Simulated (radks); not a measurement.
Valence configurations of Te III (all share [Kr]). All-electron calculation, Dirac Kohn-Sham, PBE, spin-unpolarised, spherical densities, point nucleus; open shells are shared between the two j in proportion to 2j + 1. Program: a radial shooting solver on a logarithmic mesh with Libxc functionals. Energies are relative to 4d10 5s2 5p2; eigenvalues in eV.

valence,E (eV),e(4d3/2),e(4d5/2),e(5p1/2),e(5p3/2),e(5s1/2)
4d10 5s2 5p2,0.000,-61.830,-60.356,-23.039,-21.968,-32.698
4d10 5s1.5 5p2.5,5.203,-62.506,-61.030,-23.377,-22.291,-33.093
4d10 5s1 5p3,10.440,-63.173,-61.694,-23.707,-22.608,-33.480
4d9.5 5s2 5p2.5,19.932,-65.264,-63.757,-24.007,-22.869,-33.966
4d10 5p4,21.010,-64.479,-62.995,-24.348,-23.223,-
4d9.5 5s1.5 5p3,25.307,-65.920,-64.411,-24.332,-23.180,-34.346
4d9.5 5s1 5p3.5,30.714,-66.567,-65.056,-24.650,-23.484,-34.718
4d9 5s2 5p3,41.114,-68.687,-67.147,-24.951,-23.746,-35.202
4d9 5s1 5p4,52.230,-69.954,-68.410,-25.571,-24.338,-35.927
4d8 5s2 5p4,87.247,-75.505,-73.900,-26.778,-25.438,-37.593

NIST lists [Kr] 4d10 5s2 5p2 as the ground configuration; this level of theory agrees among the configurations tried. The energies are those of spherical spin-averaged densities, not of single terms.
